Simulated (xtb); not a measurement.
silicon monosulfide (SSi), SMILES S=[Si] (connectivity only; charge and spin as stated), neutral, multiplicity 1. All values are semi-empirical tight-binding results from xtb (GFN2-xTB unless named), good for trends rather than for accurate numbers. Coordinates come from a GFN2-xTB optimisation.

Computed properties:
point group as xtb finds it: C∞v
orbital gap: 2.79 eV
static polarisability (D4 model): 53.6 bohr³
solvation energy, GFN2-xTB/ALPB(water): 1.8 kcal/mol
solvation energy, GFN2-xTB/ALPB(octanol): -2.6 kcal/mol
